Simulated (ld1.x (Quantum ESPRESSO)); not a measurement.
## Hg (Z = 80), TM semilocal: configuration errors across variants

```
Element                 : mercury
Generator               : ld1.x (Quantum ESPRESSO) 7.5
Type                    : norm-conserving Troullier–Martins (semilocal form)
Functional              : LDA (PZ)
Relativity              : scalar-relativistic
Frozen core             : [Xe] 4f14
Valence charge          : 12
Reference configuration : 5d10 6s2 6p0
Partial waves           : 6s (bound): rc 2.15 bohr; 5d (bound): rc 1.90 bohr; 6p (bound, empty): rc 2.50 bohr
Local potential         : the p channel
Core correction         : none
```

All-electron excitation energies from the reference (eV): (1) 5d10 6s1 6p0 11.048; (2) 5d10 6s0 6p0 30.444; (3) 5d9 6s0 6p0 66.256; (4) 5d8 6s0 6p0 116.292; (5) 5d10 6s1 6p1 6.163; (6) 5d10 6s1.5 6p0 4.526; (7) 5d9 6s2 6p0 15.732; (8) 5d10 6s1 6p0 spin 10.887; (9) 5d9 6s0 6p0 spin 66.104.

Spin tests fill each open shell by Hund’s rule, majority spin first.

A semilocal file is local in each channel, so a ghost entry of none says nothing of the separable form that plane-wave codes build from it.

Errors AE − PS in meV (a dash: test not solved or not reliable):

```csv
change,(1),(2),(3),(4),(5),(6),(7),(8),(9),bound ghosts
base,-5.0,-13,+36,+30,-1.1,-1.9,-18,+1.4,+136,none
"all radii scaled by about 0.75 (s 1.60, p 1.86, d 1.42 bohr)",+4.4,+34,+30,-52,+4.6,+0.2,+52,+16,+131,none
"all radii scaled by about 0.81 (s 1.74, p 2.02, d 1.52 bohr)",-0.6,+6.7,+24,-26,+1.3,-0.8,+7.3,+5.0,+124,none
"all radii scaled by about 0.88 (s 1.90, p 2.20, d 1.68 bohr)",-3.9,-8.8,+32,+15,-0.3,-1.6,-12,+1.9,+132,none
"all radii scaled by about 0.96 (s 2.06, p 2.40, d 1.82 bohr)",-4.9,-13,+37,+31,-0.9,-1.8,-17,+1.4,+137,none
"all radii scaled by about 1.05 (s 2.26, p 2.64, d 2.00 bohr)",-4.6,-12,+30,+15,-1.1,-1.8,-17,+1.5,+130,none
"all radii scaled by about 1.12 (s 2.42, p 2.80, d 2.14 bohr)",-3.4,-9.0,+5.6,-42,-0.9,-1.4,-11,+1.5,+104,none
"all radii scaled by about 1.16 (s 2.50, p 2.90, d 2.22 bohr)",-3.0,-8.4,-8.8,-73,-0.7,-1.3,-7.3,+1.3,+90,none
"all radii scaled by about 1.31 (s 2.82, p 3.28, d 2.50 bohr)",-1.8,-19,-143,-323,-1.5,-0.8,+27,-3.0,-48,none
"all radii scaled by about 1.38 (s 2.96, p 3.46, d 2.62 bohr)",-2.5,-36,-233,-466,-2.6,-0.6,+49,-6.7,-139,none
```

(1) Give the same row for: all radii scaled by about 1.26 (s 2.72, p 3.16, d 2.40 bohr).

## Answers

(1) -2.0, -11, -75, -203, -1.0, -1.0, +9.4, -0.6, +22; bound ghosts: none.
